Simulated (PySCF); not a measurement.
**Y(SH)3: from a saddle point downhill**

PySCF 2.14.0, RKS PBE0, Y def2-SVP with ECP28, S def2-SVP, H def2-SVP; non-relativistic Hamiltonian with scalar-relativistic core potentials where named; density fitting; no spin-orbit coupling. Relaxed within the symmetry of its start, the geometry (C3v) is

```xyz
7

Y     0.0000    0.0000   -0.3584
S     2.4741    0.0000    0.2812
H     2.2604    0.0000    1.6168
S    -1.2370    2.1426    0.2812
H    -1.1302    1.9575    1.6168
S    -1.2370   -2.1426    0.2812
H    -1.1302   -1.9575    1.6168
```

and its lowest harmonic modes are -289, -233, -225, 53, 90, 91 cm⁻¹ (negative: unstable). It was moved along the lowest mode and relaxed again.

**Question.** Where does it end, and how much lower?

**Answer.** In C1, nearly C3h, 0.492 eV lower, after 29 steps:
```xyz
7

Y     0.0191    0.0115    0.7500
S     2.5281    0.4500    0.7573
H     2.8083   -0.8759    0.7997
S    -1.6623    1.9236    0.7735
H    -0.6975    2.8747    0.7337
S    -0.8542   -2.3782    0.7194
H    -2.1416   -1.9599    0.8023
```

**Question.** How do the contacts change?

**Answer.** 
| contact | saddle (Å) | end (Å) |
| --- | --- | --- |
| Y1–S2 (SH) | 2.555 | 2.547 |
| Y1–S4 (SH) | 2.555 | 2.546 |
| Y1–S6 (SH) | 2.555 | 2.544 |


**Question.** Is the end a minimum?

**Answer.** Yes; lowest modes 58, 72, 81, 180, 206, 211 cm⁻¹.

State: singlet.
